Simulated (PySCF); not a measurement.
**UHF on Nb (niobium, neutral)**

Configuration: [Kr] 4d3 5s2, high-spin 4F determinant (an excited configuration). All numbers are calculated (PySCF 2.14, scalar relativity by spin-free X2C-1e, in x2c-QZVPPall (13s8p7d3f2g, 111 functions)).

| Property | Result |
| --- | --- |
| Total energy | -3817.251899 hartree |
| One-electron energy | -5266.9511 hartree |
| Hartree (Coulomb) energy | 1567.4375 hartree |
| Exchange energy | -117.7383 hartree |
| ⟨S²⟩ | 3.7761 |
| ⟨L²⟩ | 12.057 |
| Sum of ⟨r⟩ | 32.69 bohr |
| Sum of ⟨r²⟩ | 66.50 bohr² |
| Langevin diamagnetic susceptibility | -52.7 ×10⁻⁶ cm³/mol |

| shell | electrons | mean orbital energy (eV) | spread (eV) | rms radius, mean of both spins (bohr) |
| --- | --- | --- | --- | --- |
| 1s β | 1 | -19089.9 | 0 | 0.0415 |
| 1s α | 1 | -19089.8 | 0 | 0.0415 |
| 2s α | 1 | -2746.6 | 0 | 0.171 |
| 2s β | 1 | -2746.1 | 0 | 0.171 |
| 2p α | 3 | -2447.1 | 0 | 0.152 |
| 2p β | 3 | -2446.6 | 0 | 0.152 |
| 3s α | 1 | -492.65 | 0 | 0.471 |
| 3s β | 1 | -492.39 | 0 | 0.471 |
| 3p α | 3 | -391.81 | 0 | 0.478 |
| 3p β | 3 | -391.51 | 0 | 0.478 |
| 3d α | 5 | -226.94 | 0.792 | 0.473 |
| 3d β | 5 | -226.16 | 0.184 | 0.473 |
| 4s α | 1 | -77.128 | 0 | 1.24 |
| 4s β | 1 | -73.686 | 0 | 1.24 |
| 4p α | 3 | -48.263 | 0 | 1.39 |
| 4p β | 3 | -43.519 | 0 | 1.39 |
| 4d α | 3 | -10.629 | 0 | 2.12 |
| 5s α | 1 | -6.793 | 0 | 4.13 |
| 5s β | 1 | -5.483 | 0 | 4.13 |

Densities and radii are taken from the X2C orbitals without a picture-change correction, which distorts them close to the nucleus.

Spin-orbit constants ζ (cm⁻¹) from the X2C one-electron operator on these orbitals: bare nucleus, nucleus screened by l(l+1)(2l+1)/3 electrons, and screened by the Breit-Pauli mean field of the electrons.

```csv
shell,bare,screened nucleus,mean field
2p,522500,497000,n/a
3p,85670,81490,n/a
3d,11940,9026,n/a
4p,10560,10050,n/a
4d,730.4,552.3,n/a
```

To first order the Landé constant is A = 184.1 cm⁻¹, so the lowest level has J = 3/2 and lies 0.137 eV below the centre of the term. This holds in LS coupling only.
